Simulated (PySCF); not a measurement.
## How methods differ on the ionisation energy of S²⁺

S²⁺ [Ne] 3s2 3p2 (3P) → S³⁺ [Ne] 3s2 3p1 (2P), as a difference of total energies. All numbers are calculated (PySCF 2.14, the spin-free X2C one-electron Hamiltonian (Gaussian nucleus), in dyall-av3z). Correlated levels: valence: [Ne] frozen; virtual orbitals above 40 to 60 times the deepest correlated orbital energy dropped. The calculations carry no spin-orbit coupling.

```csv
method,ionisation energy (eV)
UHF,34.153
MP2 (valence),34.636
SCS-MP2 (valence),34.539
CCSD (valence),34.675
CCSD(T) (valence),34.706
```

A first-order spin-orbit estimate (lowest level to lowest level, LS coupling) adds -0.009 eV.

Errors of the correlated levels include the incompleteness of this basis and the frozen core.

**Question.** Which method comes closest to the reference value, and which is furthest?

**Answer.** The reference is 34.86 ± 0.04 eV (semi-empirical (NIST evaluation); NIST Atomic Spectra Database, ionization energies). Closest: CCSD(T) (valence) (error -0.163 eV); furthest: UHF (error -0.716 eV), both after the spin-orbit estimate.
